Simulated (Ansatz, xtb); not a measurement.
Relative energy of two conformers of BH12NSi4

Structure X: `BN([SiH3])[SiH2][SiH2][SiH3]`, a singlet. Structure Y: `BN([SiH3])[SiH2][SiH2][SiH3]`, a singlet. Both are isolated molecules in the gas phase, relaxed with PBE0-D4/def2-SVP.

X (Å):

```xyz
18

B     0.2695   -1.9185   -1.3077
N    -0.6429   -1.3661   -0.3804
Si   -1.0826   -2.2913    1.0672
Si   -1.3570    0.2468   -0.6218
Si   -0.4040    1.6874    0.9762
Si    1.7069    0.7754    1.4426
H     0.5669   -1.3055   -2.3093
H     0.7543   -3.0092   -1.0905
H    -1.4738   -1.3057    2.1229
H    -2.2534   -3.1758    0.7926
H     0.0751   -3.1045    1.5279
H    -2.8417    0.1469   -0.4594
H    -1.0365    0.7023   -2.0045
H    -0.2693    3.0723    0.4234
H    -1.2244    1.7517    2.2264
H     2.4511    0.5666    0.1622
H     1.5337   -0.5513    2.1122
H     2.5137    1.6607    2.3369
```

Y (Å):

```xyz
18

B    -1.2863    0.7480   -1.2282
N    -1.2181    0.2299    0.0832
Si   -0.2186    0.9702    1.3429
Si   -2.1859   -1.2255    0.4383
Si   -1.6209   -2.8773   -1.1282
Si    0.6468   -2.5171   -1.6101
H    -0.6754    1.7462   -1.5367
H    -1.9725    0.1746   -2.0528
H     0.4510    2.1734    0.7780
H    -1.0736    1.3510    2.5075
H     0.8004   -0.0141    1.8171
H    -1.7932   -1.6804    1.8101
H    -3.6408   -0.8859    0.4601
H    -1.8201   -4.2366   -0.5320
H    -2.4467   -2.7739   -2.3708
H     1.4086   -2.4128   -0.3264
H     0.8034   -1.2331   -2.3605
H     1.2244   -3.6273   -2.4279
```

Task: Estimate E(Y) − E(X) at the level CCSD(T)/def2-SVP + ΔMP2/def2-TZVPP.

Result: CCSD(T)/def2-SVP + ΔMP2/def2-TZVPP gives E(Y) − E(X) = −0.50 kcal/mol, slightly favouring structure Y, which is too small a margin to settle the true order.

How the difference moves with the method:

```
                             level          geometry  E(Y) − E(X) (kcal/mol)  departure from the last row (kcal/mol)  job, with rough time for the two
                  PBE0-D4/def2-SVP  PBE0-D4/def2-SVP                     −0.17                                   +0.33             optimisation, 4.4 min
                       HF/def2-SVP  PBE0-D4/def2-SVP                     −0.70                                   −0.20           part of the CCSD(T) run
                      MP2/def2-SVP  PBE0-D4/def2-SVP                     −0.53                                   −0.03           part of the CCSD(T) run
                  CCSD(T)/def2-SVP  PBE0-D4/def2-SVP                     −0.57                                   −0.07                      single point
CCSD(T)/def2-SVP + ΔMP2/def2-TZVPP  PBE0-D4/def2-SVP                     −0.50                                                     single point, 2.4 min
```

The largest departure from CCSD(T)/def2-SVP + ΔMP2/def2-TZVPP is that of PBE0-D4/def2-SVP, 0.33 kcal/mol. Levels run at GFN2-xTB geometries aren't shown. The last row adds to CCSD(T) the change of the MP2 difference between the two basis sets, here +0.07 kcal/mol.

With thermal terms from frequencies at re-optimised GFN2-xTB minima (ideal gas, soft modes damped towards free rotors, one conformer each, 298.15 K, 1 atm): on the last row, ΔE + ΔZPE = −0.52, ΔH = −0.50, ΔG = −0.49 kcal/mol.

The correlated steps freeze 22 core orbitals. Codes used: Ansatz 0.2.0, xtb 6.7.1; the last row on 2 threads of Arm Neoverse V2 on a shared host.
